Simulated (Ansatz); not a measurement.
A made-up structure of CH2BSe, doublet:

```xyz
5
angstrom
C -0.8818 -1.0929 0.1625
B -0.2191 0.0542 -0.0886
Se 0.5874 1.6956 -0.4912
H -1.3990 -2.0066 0.3657
H 0.2365 -0.8331 -0.6610
```

It is relaxed with PBE-D4/def2-SVP and then PBE0-D4/def2-TZVP (Ansatz 0.2.0). Atoms count as bonded within 1.22 times the sum of their covalent radii (H–H: 0.88 Å). The end point is not checked to be a true minimum.

Task: Does its bonding change? (Judge from chemistry; the calculation decides.)

Result: The calculation gives: Yes. Formed: C1–H5; broken: B2–H5.

Where it ends: The first stage lowers the energy by 2.37 eV in 10 steps. It ends as CH₂BSe ([CH2][B][Se]):
```xyz
5
angstrom
C -0.5212 -1.1157 -0.1287
B -0.1352 0.2933 -0.1573
Se 0.3281 1.9850 -0.1918
H -1.3520 -1.4751 0.4695
H 0.0043 -1.8705 -0.7044
```

Labels in which every atom is bracketed show which atoms are joined, not bond orders.

For scale, one of the runs: PBE0-D4/def2-TZVP relaxation, 122 basis functions, launched by `ansatz run in.yaml --threads 2 --pin off --events-out ev --progress --plain --max-ram 4352MiB`. The run took about 24 s on 2 CPU threads of an Arm Neoverse V2 (shared host).
